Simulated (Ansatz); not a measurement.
Start from `B[SiH](F)Cl` and change one atom or group to get `B[SiH](Cl)[SnH3]`.

Ansatz, PBE0-D4/def2-TZVP geometries, multiplicity 1. 

Elements past krypton have def2 core potentials.

```tsv
property	`B[SiH](F)Cl`
HOMO energy (PBE0/def2-TZVPP) / eV	-8.51
HOMO energy (B3LYP/def2-TZVPP) / eV	-8.31
LUMO energy (PBE0/def2-TZVPP) / eV	-2.90
ideal-gas entropy at 298 K and 1 bar (rigid rotor, harmonic PBE0-D4/def2-TZVP) / J/(mol·K)	323
zero-point energy (PBE0-D4/def2-TZVP) / kJ/mol	88.0
LUMO energy (PBE/def2-TZVPP) / eV	-3.89
```

Task: What does the change do to each property? (Estimate.)

Result: Computed: 
```tsv
property	`B[SiH](Cl)[SnH3]`	shift
HOMO energy (PBE0/def2-TZVPP) / eV	-7.33	1.18
HOMO energy (B3LYP/def2-TZVPP) / eV	-7.12	1.19
LUMO energy (PBE0/def2-TZVPP) / eV	-1.94	0.96
ideal-gas entropy at 298 K and 1 bar (rigid rotor, harmonic PBE0-D4/def2-TZVP) / J/(mol·K)	389	66
zero-point energy (PBE0-D4/def2-TZVP) / kJ/mol	135.3	47.3
LUMO energy (PBE/def2-TZVPP) / eV	-2.69	1.20
```

With PBE0 the HOMO rises by 1.18 eV and the LUMO rises by 0.96 eV, so the gap narrows by about 0.22 eV. PBE moves the HOMO by 0.81 eV and ωB97M-V by 1.46 eV. The zero-point energy changes by 47.3 kJ/mol with +9 modes. Modes under 60 cm⁻¹, often nearly free rotors, make the harmonic entropy too high.

B3LYP here is the variant with VWN-RPA as its local correlation; programs differ in this.
